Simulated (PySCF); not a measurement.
Distorted geometries of [Pb(BH4)3]−

[Pb(BH4)3]− (singlet). PySCF 2.14.0, RKS TPSS, Pb def2-SVP with ECP60, B def2-SVP, H def2-SVP; non-relativistic Hamiltonian with scalar-relativistic core potentials where named; density fitting; no spin-orbit coupling. Relaxed geometry:

```xyz
16

Pb    0.0000    0.0000   -0.6553
B     2.5581    0.0294    0.1066
H     3.5268    0.0587    0.8589
H     1.5780   -0.2253    0.8885
H     2.6273   -0.8696   -0.7400
H     2.3659    1.1316   -0.4316
B    -1.3045    2.2007    0.1066
H    -1.8142    3.0249    0.8589
H    -0.5939    1.4793    0.8885
H    -0.5605    2.7101   -0.7400
H    -2.1630    1.4831   -0.4316
B    -1.2536   -2.2300    0.1066
H    -1.7126   -3.0836    0.8589
H    -0.9841   -1.2539    0.8885
H    -2.0668   -1.8405   -0.7400
H    -0.2029   -2.6147   -0.4316
```

Task: Order these distorted geometries by energy above the relaxed one, lowest first.
A.
```xyz
16

Pb   -0.1002    0.0417   -0.7469
B     2.7754    0.1344    0.1023
H     3.5259   -0.0441    0.8322
H     1.5037   -0.1760    0.8549
H     2.5591   -0.9132   -0.7741
H     2.3408    1.1315   -0.4528
B    -1.2839    2.2134    0.1079
H    -1.7997    3.0216    0.9003
H    -0.4896    1.5029    0.9612
H    -0.6397    2.6451   -0.7390
H    -2.1199    1.4289   -0.4278
B    -1.2634   -2.2160    0.1080
H    -1.7431   -3.0770    0.9379
H    -0.9293   -1.1899    0.8336
H    -2.1410   -1.8212   -0.6466
H    -0.1952   -2.6820   -0.4595
```
B.
```xyz
16

Pb   -0.0548   -0.0925   -0.5158
B     2.4630    0.1349    0.2017
H     3.4642   -0.2669    0.8182
H     1.6954   -0.1571    0.8643
H     2.6545   -0.7258   -1.0011
H     2.1888    1.0179   -0.4811
B    -1.2531    2.3363    0.3527
H    -1.7113    3.1668    0.7687
H    -0.7427    1.3080    1.0758
H    -0.6537    2.7896   -0.5426
H    -2.0723    1.5184   -0.4164
B    -1.4126   -2.3963    0.0381
H    -1.6792   -3.0425    0.6860
H    -0.8265   -1.1516    0.7868
H    -1.9650   -1.9377   -0.7547
H    -0.0948   -2.5013   -0.4890
```
C.
```xyz
16

Pb   -0.0620    0.0611   -0.5877
B     2.5789    0.0253    0.1120
H     3.4812    0.0866    0.8044
H     1.6463   -0.2252    0.9300
H     2.6832   -0.9323   -0.7206
H     2.3426    1.0975   -0.5056
B    -1.3233    2.1625    0.0324
H    -1.7032    3.0715    0.7716
H    -0.5204    1.4874    0.9391
H    -0.6500    2.5613   -0.7204
H    -2.1908    1.5595   -0.3914
B    -1.2678   -2.2279    0.0206
H    -1.6895   -3.0194    0.8524
H    -0.9786   -1.3179    0.9320
H    -2.1301   -1.8046   -0.7143
H    -0.2167   -2.5854   -0.3628
```

Result: C (0.83 eV), A (1.38 eV), B (5.20 eV).

Task: Which forces (eV/Å) act in the one that lies 0.83 eV up?

Result: 
```
Pb   0.63 -0.65 -0.21
B   -1.65 -0.49 -1.98
H    1.87  0.29  1.32
H   -0.39 -0.03 -0.06
H   -0.15  0.49  0.43
H    0.09 -0.18  0.21
B   -0.30  0.29  4.68
H   -0.10 -0.09  0.02
H   -0.90  0.40 -0.71
H    2.64  1.57 -3.03
H   -1.70 -1.51 -0.67
B   -0.56  0.51  1.98
H   -0.23 -0.30 -0.07
H   -0.11  0.12 -0.47
H   -0.09  0.09 -0.49
H    0.95 -0.47 -0.96
```
Forces carry noise of the integration grid, about 0.01 to 0.03 eV/Å.

No frequency check is given that shows the relaxed geometry to be a minimum.
